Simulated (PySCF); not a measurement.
[(1R,2S)-2-fluorocyclopropyl]methanol (C₄H₇FO), SMILES OC[C@H]1C[C@@H]1F.

Geometry optimised at PBE-D3(BJ)/def2-SVP. The values are those of a single conformer.

The numbers are results of PBE-D3(BJ)/def2-SVP in PySCF, not measurements.

Harmonic, unscaled wavenumbers; measured fundamentals usually lie a few per cent lower.

Computed normal modes with their intensities:
```tsv
mode	ν (cm⁻¹)	IR (km/mol)	Raman (Å⁴/amu)	depolarisation	moving atoms (share of kinetic energy)
1	71	2.8	0.2	0.69	C 32 %, O 31 %, H 26 %, F 11 %
2	166	3.5	0.1	0.68	C 40 %, O 25 %, F 19 %, H 17 %
3	256	59.1	1.9	0.75	H 55 %, C 27 %, F 14 %
4	332	64.2	2.8	0.71	H 65 %, C 26 %
5	349	3.3	3.5	0.41	C 32 %, O 29 %, F 24 %, H 15 %
6	410	4.3	0.4	0.59	C 37 %, F 31 %, H 31 %
7	510	17.2	2.4	0.66	H 42 %, C 38 %, O 15 %
8	777	11.2	7.2	0.75	H 45 %, C 45 %, F 10 %
9	838	11.1	4.4	0.45	H 75 %, C 23 %
10	863	3.9	7.3	0.23	H 49 %, C 45 %
11	934	19.2	2.8	0.75	C 53 %, H 41 %
12	963	45.6	4.7	0.70	C 49 %, H 44 %
13	993	4.5	1.4	0.50	H 61 %, C 39 %
14	1039	71.3	2.2	0.74	H 62 %, C 27 %, O 11 %
15	1055	28.3	4.1	0.75	C 52 %, H 37 %, O 10 %
16	1061	23.8	3.6	0.75	H 56 %, C 33 %, O 9 %
17	1100	15.9	4.6	0.58	H 51 %, C 38 %, O 10 %
18	1156	27.9	2.1	0.12	C 53 %, H 30 %, F 16 %
19	1193	37.5	16.3	0.34	H 68 %, C 28 %
20	1204	15.5	4.9	0.44	H 64 %, C 35 %
21	1284	14.0	6.8	0.64	H 79 %, C 20 %
22	1325	5.4	7.9	0.70	H 76 %, C 19 %
23	1354	2.8	6.1	0.54	H 83 %, C 16 %
24	1378	46.8	4.6	0.73	H 78 %, C 19 %
25	1426	4.5	13.3	0.68	H 87 %, C 13 %
26	1446	60.4	5.9	0.44	C 60 %, H 39 %
27	2901	75.3	151.4	0.20	H 94 %
28	3002	20.5	75.9	0.43	H 91 %, C 9 %
29	3065	6.4	44.8	0.58	H 94 %
30	3070	4.8	221.7	0.07	H 92 %
31	3072	17.7	29.1	0.71	H 92 %
32	3166	1.2	63.5	0.72	H 89 %, C 11 %
33	3702	19.7	80.2	0.26	H 94 %
```
